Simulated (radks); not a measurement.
Spherical quantum dot in the effective-mass picture: electrons in a well V = -V0 / (1 + exp((r - R)/a)) with V0 = 21.8, R = 2.99, a = 0.18, all in effective atomic units (hartree* = m*/eps^2 hartree, bohr* = eps/m* bohr), one dielectric constant everywhere. Method: non-relativistic Kohn-Sham, PBE, spin-polarised, spherical densities; computed with a radial shooting solver with Libxc functionals. Levels are named by radial order and angular momentum (1s, 1p, 1d, 2s, ...), and open shells are averaged over m. Each electron was tried in the lowest free levels, single moves between levels near the top were tried too, and the lowest total energy was kept; such a search can miss a lower state. The series stops at N = 40: beyond it a trial failed or the search could not be trusted, so later rows were left out. At N = 1 the Hartree and exchange-correlation terms need not cancel, so that row can carry a self-interaction error.

| N | open shells | 2S | E (hartree*) | mu = E(N) - E(N-1) (hartree*) | addition energy mu(N+1) - mu(N) (hartree*) | e(HOMO) (hartree*) | rms radius (bohr*) |
|---|---|---|---|---|---|---|---|
| 1 | 1s(up 1, down 0) | 1 | -21.1527 | -21.153 | 0.5832 | -20.928 | 1.500 |
| 2 | none | 0 | -41.7221 | -20.569 | 1.026 | -20.348 | 1.559 |
| 3 | 1p(up 1, down 0) | 1 | -61.2653 | -19.543 | 0.4406 | -19.327 | 1.664 |
| 4 | 1p(up 2, down 0) | 2 | -80.3680 | -19.103 | 0.4527 | -18.877 | 1.722 |
| 5 | 1p(up 3, down 0) | 3 | -99.0178 | -18.650 | 0.5858 | -18.422 | 1.763 |
| 6 | 1p(up 3, down 1) | 2 | -117.082 | -18.064 | 0.4251 | -17.855 | 1.796 |
| 7 | 1p(up 3, down 2) | 1 | -134.721 | -17.639 | 0.4370 | -17.421 | 1.823 |
| 8 | none | 0 | -151.923 | -17.202 | 1.106 | -16.982 | 1.846 |
| 9 | 1d(up 1, down 0) | 1 | -168.019 | -16.096 | 0.4197 | -15.887 | 1.877 |
| 10 | 1d(up 2, down 0) | 2 | -183.695 | -15.676 | 0.4220 | -15.465 | 1.903 |
| 11 | 1d(up 3, down 0) | 3 | -198.949 | -15.254 | 0.4229 | -15.043 | 1.925 |
| 12 | 1d(up 4, down 0) | 4 | -213.781 | -14.831 | 0.4231 | -14.620 | 1.944 |
| 13 | 1d(up 5, down 0) | 5 | -228.189 | -14.408 | 0.5412 | -14.197 | 1.962 |
| 14 | 1d(up 5, down 1) | 4 | -242.056 | -13.867 | 0.4096 | -13.663 | 1.978 |
| 15 | 1d(up 5, down 2) | 3 | -255.514 | -13.457 | 0.4121 | -13.252 | 1.992 |
| 16 | 1d(up 5, down 3) | 2 | -268.559 | -13.045 | 0.4133 | -12.839 | 2.006 |
| 17 | 1d(up 5, down 4) | 1 | -281.191 | -12.632 | 0.4138 | -12.425 | 2.018 |
| 18 | none | 0 | -293.409 | -12.218 | 1.188 | -12.011 | 2.030 |
| 19 | 1f(up 1, down 0) | 1 | -304.440 | -11.030 | 0.4022 | -10.829 | 2.044 |
| 20 | 1f(up 2, down 0) | 2 | -315.068 | -10.628 | 0.4026 | -10.427 | 2.057 |
| 21 | 1f(up 3, down 0) | 3 | -325.293 | -10.225 | 0.4027 | -10.024 | 2.069 |
| 22 | 1f(up 4, down 0) | 4 | -335.116 | -9.8226 | 0.4027 | -9.6213 | 2.080 |
| 23 | 1f(up 5, down 0) | 5 | -344.536 | -9.4199 | 0.4025 | -9.2186 | 2.091 |
| 24 | 1f(up 6, down 0) | 6 | -353.553 | -9.0174 | 0.4022 | -8.8162 | 2.100 |
| 25 | 1f(up 7, down 0) | 7 | -362.168 | -8.6152 | 0.5102 | -8.4142 | 2.110 |
| 26 | 1f(up 7, down 1) | 6 | -370.273 | -8.1050 | 0.3950 | -7.9076 | 2.119 |
| 27 | 1f(up 7, down 2) | 5 | -377.983 | -7.7100 | 0.3955 | -7.5123 | 2.128 |
| 28 | 1f(up 7, down 3) | 4 | -385.298 | -7.3145 | 0.3957 | -7.1167 | 2.136 |
| 29 | 1f(up 7, down 4) | 3 | -392.217 | -6.9188 | 0.3958 | -6.7209 | 2.144 |
| 30 | 1f(up 7, down 5) | 2 | -398.740 | -6.5230 | 0.3958 | -6.3251 | 2.151 |
| 31 | 1f(up 7, down 6) | 1 | -404.867 | -6.1272 | 0.3956 | -5.9294 | 2.158 |
| 32 | none | 0 | -410.598 | -5.7316 | 0.7850 | -5.5339 | 2.165 |
| 33 | 2s(up 1, down 0) | 1 | -415.545 | -4.9467 | 0.6046 | -4.7092 | 2.161 |
| 34 | none | 0 | -419.887 | -4.3421 | 0.7025 | -4.1118 | 2.156 |
| 35 | 1g(up 1, down 0) | 1 | -423.527 | -3.6395 | 0.3867 | -3.4462 | 2.164 |
| 36 | 1g(up 2, down 0) | 2 | -426.780 | -3.2529 | 0.3866 | -3.0595 | 2.172 |
| 37 | 1g(up 3, down 0) | 3 | -429.646 | -2.8663 | 0.3865 | -2.6730 | 2.179 |
| 38 | 1g(up 4, down 0) | 4 | -432.126 | -2.4798 | 0.3863 | -2.2866 | 2.187 |
| 39 | 1g(up 5, down 0) | 5 | -434.219 | -2.0935 | 0.3861 | -1.9005 | 2.193 |
| 40 | 1g(up 6, down 0) | 6 | -435.927 | -1.7075 | - | -1.5145 | 2.200 |

All shells are closed at N = 2, 8, 18, 32, 34 (there: 1s2 1p6 1d10 2s2 1f14); the second difference of the energy has clear peaks (12 % above both neighbours; the first and last values, which can be the largest, are not judged, and half-filled shells can peak too) at N = 2, 5, 8, 13, 18, 25, 32, 34.
